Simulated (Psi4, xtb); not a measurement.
Intermolecular potential of H3N ··· CH5N (SMILES N and CN). Monomers: optimised at B3LYP-D3(BJ) (def2-TZVP), held rigid. Orientation: lowest of the rigid-body minima from ten starts at GFN2-xTB. The monomers approach along the line of their centres of mass (distance R); nothing else relaxes.

Levels: PBE/def2-TZVP, counterpoise-corrected (Psi4); GFN1-xTB (xtb); SAPT0/jun-cc-pVDZ, frozen core (Psi4).

Interaction energies in kJ/mol:

| R / Å | PBE/def2-TZVP | GFN1-xTB |
|---|---|---|
| 2.81 | 35.96 | 23.01 |
| 2.97 | 10.64 | 2.69 |
| 3.19 | -6.05 | -9.13 |
| 3.37 | -11.42 | -11.67 |
| 3.54 | -13.01 | -11.35 |
| 3.79 | -12.41 | -9.02 |
| 4.10 | -10.00 | -5.79 |
| 4.36 | -7.91 | -3.79 |
| 4.85 | -4.91 | -1.83 |
| 5.55 | -2.54 | -0.89 |
| 6.53 | -1.13 | -0.42 |
| 7.84 | -0.53 | -0.19 |

Problem. What does SAPT0/jun-cc-pVDZ give at the same points?

Solution. 2.81: 33.58; 2.97: 10.15; 3.19: -5.55; 3.37: -10.73; 3.54: -12.33; 3.79: -11.86; 4.10: -9.66; 4.36: -7.75; 4.85: -5.00; 5.55: -2.79; 6.53: -1.39; 7.84: -0.66 (kJ/mol).
